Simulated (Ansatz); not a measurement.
```xyz
5

N     0.644   -0.562    0.469
Zn   -0.687    0.465   -0.209
Cl   -2.307    1.628   -0.845
H     0.817   -1.432   -0.015
H     1.533   -0.099    0.600
```

Total charge 0; spin multiplicity 1.

Problem. List the CAM-B3LYP/def2-TZVPP orbital energies in eV (Ansatz 0.2.0). (Best estimate.)

Solution. Computed: Occupied: -9452.45, -2763.83, -1151.54, -1014.98, -1014.96, -1014.88, -391.04, -258.59, -197.62, -197.51, -197.50, -134.48, -90.79, -90.74, -90.64, -24.79, -23.82, -16.94, -16.90, -16.72, -16.67, -16.66, -14.47, -12.27, -11.46, -10.29, -10.25, -8.84. Lowest empty: -0.08, 0.64, 1.08, 2.24, 3.69, 4.01, 4.52, 5.67.
